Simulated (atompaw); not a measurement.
## Ti (Z = 22): PAW (atompaw) pseudisation with LDA (PW92), scalar-relativistic reference atom.

Input for atompaw 4.2.0.5:

```
Ti 22
LDA-PW scalarrelativistic loggrid 1500 logderivrange -7 5 301
4 4 3 0 0 0
4 1 0
3 2 2
0 0 0
c
c
v
v
c
v
v
v
2
2.20 1.70 1.60 1.15
n
n
y
0.4
n
custom polynom2 7 10 vanderbiltortho besselshape
3 0 troulliermartins
1.55
2.20
1.75
2.20
2.20
2.20
PWSCFOUT
UPFDX 0.0125d0 UPFXMIN -7.d0 UPFZMESH 22.d0
END
```

Command:

```bash
atompaw < Ti.input > Ti.log
```

Resulting log (summary file):

```
Completed calculations for Ti (AE)

 Exchange-correlation type: LDA, Perdew-Wang correlation

 Radial integration grid is logarithmic
 r0 =   3.7230371E-04 h =   8.1906817E-03   n =      1500 rmax =   8.0000000E+01

 Scalar relativistic calculation

 AEatom converged in  33 iterations
   nz     =  22.00
   delta  =       2.469945265317E-17

 All Electron Orbital energies:
  n  l      occupancy      energy
  1  0      2.0000000E+00 -3.5691377E+02
  2  0      2.0000000E+00 -3.9355911E+01
  3  0      2.0000000E+00 -4.5765700E+00
  4  0      2.0000000E+00 -3.3764006E-01
  2  1      6.0000000E+00 -3.2631242E+01
  3  1      6.0000000E+00 -2.8510215E+00
  4  1      0.0000000E+00 -1.1285562E-01
  3  2      2.0000000E+00 -3.2810977E-01

 Total energy
   Total                    :    -1703.44924618299819

 ---
 Completed calculations for Ti (SC)

 Exchange-correlation type: LDA, Perdew-Wang correlation

 Radial integration grid is logarithmic
 r0 =   3.7230371E-04 h =   8.1906817E-03   n =      1500 rmax =   8.0000000E+01

 Scalar relativistic calculation

 SCatom converged in   1 iterations
   nz     =  22.00
   delta  =       1.639753334581E-17

 Valence Electron Orbital energies:
  n  l      occupancy      energy
   3  0      2.0000000E+00 -4.5765700E+00
   4  0      2.0000000E+00 -3.3764006E-01
   3  1      6.0000000E+00 -2.8510215E+00
   4  1      0.0000000E+00 -1.1285562E-01
   3  2      2.0000000E+00 -3.2810977E-01

 Total energy
   Total                    :    -1703.44924618274376
   Valence                  :     -179.44689823296613

 PAW parameters:
       lmax =            2
         rc =    2.2129898539907571
        irc =         1062
   rc_shape =    1.7026608732139350
    rc_vloc =    1.6077642859252728
    rc_core =    1.1585016943878403
   Vloc: Norm-conserving Troullier-Martins with l= 3;e=   0.0000E+00
   Projector type: improved polynomial pseudization + Vanderbilt ortho.
   Bessel compensation charge shape zeroed at   1.7027E+00

 Number of basis functions     6
 No.   n  nodes  l      Energy         Cp coeff         Occ
  1    3    2    0   -0.4576570E+01  0.2052637E+00  0.2000000E+01
  2    4    3    0   -0.3376401E+00  0.6938981E+01  0.2000000E+01
  3    3    1    1   -0.2851022E+01  0.1634619E+01  0.6000000E+01
  4    4    2    1   -0.1128556E+00  0.5347751E+01  0.0000000E+00
  5    3    0    2   -0.3281098E+00 -0.1362893E+02  0.2000000E+01
  6  999    1    2    0.4000000E+00 -0.6012842E+00  0.0000000E+00

 Eigenvalues of overlap operator (in the basis of projectors):
    1        4.12103893E-01
    2        4.84784856E-01
    3        1.11303479E+00
    4        1.73989692E+02
    5        8.10351865E+02
    6        2.55668007E+04

 Orbital leakage outside PAW augmentation regions
   orb  is_core?  %out_of_sphere
   1 0    T          -0.00
   2 0    T           0.00
   3 0    F           0.78
   4 0    F          85.56
   2 1    T           0.00
   3 1    F           2.12
   4 1    F          95.11
   3 2    F          20.76

 Summary of PAW energies
   Total valence energy     :   -179.44690662889164
   Smooth energy            :     19.76057448376185
   One center               :   -199.20748111265348
   Smooth kinetic           :     22.16685985022207
   Vloc energy              :    -10.87003435215937
   Smooth exch-corr         :     -8.44178403459563
   One-center xc            :    -71.63342402589463
```

The run took about 3.4 s on one core of a shared server CPU.
